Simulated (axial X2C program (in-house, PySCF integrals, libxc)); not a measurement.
## Testing model relations on CsS⁻

A bond curve at the PBE0 level, 2c, was computed with an axial X2C code built on PySCF integrals (basis Cs dyall-av3z [16s16p10d2f], S dyall-av3z [9s8p3d2f] (cores contracted in-house)) for the state Ω = 0 (closed shell). Its fit gives Re = 2.8384 Å, ωe = 235.3 cm⁻¹, ωexe = 0.807 cm⁻¹ and αe = 3.640e-04 cm⁻¹; the masses are 132.9054 and 31.9721 u. Two-component means X2C with spin–orbit coupling and atomic mean-field Coulomb and Gaunt terms.

**Question.** Find the reduced mass, Be and the force constant.

**Answer.** From the PBE0 values: μ = 25.7723 u. Be = 16.8576/(μ Re²) = 0.08119 cm⁻¹. k = 5.8918×10⁻⁷ μ ωe² = 0.841 mdyn/Å.

**Question.** Where do the fundamental and the first overtone lie?

**Answer.** ν(1←0) = ωe − 2ωexe = 233.7 cm⁻¹; ν(2←0) = 2ωe − 6ωexe = 465.8 cm⁻¹.

**Question.** A Morse curve ties αe to the other constants (Pekeris). How well does that hold?

**Answer.** αe(Morse) = 6Be²/ωe × (√(ωexe/Be) − 1) = 3.618e-04 cm⁻¹; the PBE0 curve gives 3.640e-04 cm⁻¹, a ratio of 0.99.

**Question.** Give B0, the J = 1←0 line in GHz and the most populated J at 300 K (kT = 208.5 cm⁻¹).

**Answer.** B0 = Be − αe/2 = 0.08101 cm⁻¹; 2B0 = 4.857 GHz; J(max) ≈ √(kT/2B0) − 1/2 = 35.4, so J = 35.

**Question.** Estimate De from a Morse curve and compare with the computed well depth of 1.471 eV to Cs + S-.

**Answer.** De(Morse) = ωe²/(4ωexe) = 2.127 eV against 1.471 eV computed, a ratio of 1.45. The extrapolation overshoots: the well softens faster than a Morse curve, or the lowest atomic limit lies below the one to which the curve heads.

Occupations by symmetry block were frozen at the best pattern of an incomplete PBE0 search. Dissociation energies refer to the lowest single-determinant-based atoms at the same level and basis. In 2c an atomic determinant is not the ground J level, so De misses part of the atomic spin–orbit lowering. This holds for PBE0. PBE0 can misorder states that lie within some tenths of an eV, so this need not be the ground state of the molecule. The nearest other 2c determinant of the search, Ω = 1, lies 0.32 eV up at the distance of the search. The functionals have no current-density term, which raises determinants with orbital currents, atoms included. The highest occupied level of some functionals is positive through self-interaction error; at Hartree–Fock it is bound.
